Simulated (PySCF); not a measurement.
Field gradients at the hydrogen positions

C₄H₁₀O₃Si₂.
Structure used (GFN2-xTB), in Å, numbered top down from 1:
```xyz
19
C4H10O3Si2 angstrom
C      3.6587   -0.8710   -1.4369
C      3.4429    0.0240   -0.4919
O      2.2412    0.4207   -0.0346
Si     0.7230    0.0108   -0.4478
C     -0.2677    1.1188    0.7411
C     -1.6875    0.9134    0.3923
O     -2.3453    1.6305   -0.3193
O     -2.1953   -0.2120    0.8935
Si    -3.7624   -0.6391    0.5453
H      4.6577   -1.1240   -1.7360
H      2.8444   -1.3688   -1.9309
H      4.2520    0.5352    0.0163
H      0.4357    0.3303   -1.8467
H      0.4565   -1.4058   -0.1878
H     -0.0006    2.1651    0.6154
H     -0.0872    0.8096    1.7679
H     -3.7901   -1.8976    1.2789
H     -3.9155   -0.7969   -0.8953
H     -4.6702    0.3659    1.0843
```

Level: PBE0/pcSseg-1 (PySCF, non-relativistic); Q(2H) = 0.00286 b; rigid geometry, the same for H and D, with no vibrational averaging.

Question: Rank these positions by the coupling χzz of a deuteron there, largest first.
A. H17 (Si–H hydrogen)
B. H11 (vinylic hydrogen)
C. H16 (methylene hydrogen)
D. H13 (Si–H hydrogen)

Answer: B (231 kHz), C (212 kHz), A (110 kHz), D (106 kHz).

Q: Give the electric field gradient Vzz (the principal value of largest size), its asymmetry and the 2H coupling at each hydrogen.

A: 
```csv
atom,bonded to,bond length (Å),Vzz (au),η,χzz (kHz)
H10,C1,1.073,0.3472,0.08,233
H11,C1,1.075,0.3443,0.10,231
H12,C2,1.084,0.3148,0.09,212
H13,Si4,1.463,0.1571,0.03,106
H14,Si4,1.465,0.1569,0.02,105
H15,C5,1.087,0.3143,0.03,211
H16,C5,1.087,0.3149,0.04,212
H17,Si9,1.457,0.1639,0.02,110
H18,Si9,1.457,0.1638,0.06,110
H19,Si9,1.458,0.1634,0.05,110
```

Q: Average by the element that carries the hydrogen.

A: on C: 220 kHz over 5 positions, mean bond length 1.081 Å; on Si: 108 kHz over 5 positions, mean bond length 1.460 Å.

Q: A static deuteron (I = 1) shows a doublet split by (3/2)χ, (3/4)χ(1 + η) and (3/4)χ(1 − η) with the field along z, y and x of the gradient. What are these for H18?

A: With |χ| = 110.0 kHz and η = 0.056: 165, 87 and 78 kHz, to first order and without motion.

Isolated species at its GFN2-xTB geometry (one conformer only). GFN2-xTB bond lengths can be off by several hundredths of an ångström, more for odd bonds, and the gradients follow them. The basis is small and wasn't made for field gradients, so the couplings can be 20 % off.
